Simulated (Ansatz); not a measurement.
`[F][Ga]([F])[Cl]` + HBr → `[F][Ga]([Cl])[Br]` + H–F at 600 K and 1 bar (ligand exchange at a Ga–F bond).

Isolated molecules relaxed with PBE0-D4/def2-TZVP in Ansatz; ΔE leaves out vibrations. CCSD(T)/CBS adds triple-zeta CCSD(T) − MP2 to the extrapolated MP2 energy (def2 sets, frozen cores). This one scheme is used for every species. For Br, Ga outer-core shells are correlated without core-valence functions, which leaves a few kJ/mol of doubt a bond. Scalar relativity is left out up to krypton.

| species | CCSD(T)/CBS energy (Eh) | H − E (kJ/mol) | S (J/(mol·K)) |
| --- | --- | --- | --- |
| `[F][Ga]([F])[Cl]` | -2583.43598 | 52.9 | 364.8 |
| HBr | -2573.91920 | 33.5 | 219.1 |
| `[F][Ga]([Cl])[Br]` | -5056.97994 | 51.9 | 395.2 |
| H–F | -100.39570 | 42.3 | 194.0 |

H − E and S are ideal-gas, rigid-rotor, harmonic terms from PBE0-D4/def2-TZVP. 1 Eh = 2625.50 kJ/mol, R = 8.31446 J/(mol·K).

Question: By hand: ΔE, ΔH, ΔS and ΔG.

Answer: ΔE = (-5056.97994) + (-100.39570) − (-2583.43598) − (-2573.91920) = -0.02046 Eh = -53.7 kJ/mol. Δ(H − E) = 51.9 + 42.3 − 52.9 − 33.5 = 7.8, so ΔH = -45.9 kJ/mol. ΔS = 395.2 + 194.0 − 364.8 − 219.1 = 5.3 J/(mol·K). ΔG = -45.9 − 600 × (5.3)/1000 = -49.1 kJ/mol.

Question: By hand: the equilibrium constant, and the temperature at which ΔG would vanish if ΔH and ΔS stayed fixed.

Answer: log₁₀ K = −ΔG/(RT ln 10) = 4.3. ΔH and −TΔS have one sign here, so there is no such temperature.

The number of gas molecules stays the same, so ΔS is small and ΔH decides. A doubt of 5 kJ/mol in ΔE shifts log₁₀ K by 0.4 here. These are equilibria of isolated gas molecules and say nothing of rates. Largest T1 diagnostic: 0.014 (customary marks: 0.02 for closed shells, 0.045 for open ones).

ΔS is within the doubt of such terms, so its sign, and with it that verdict, could turn.
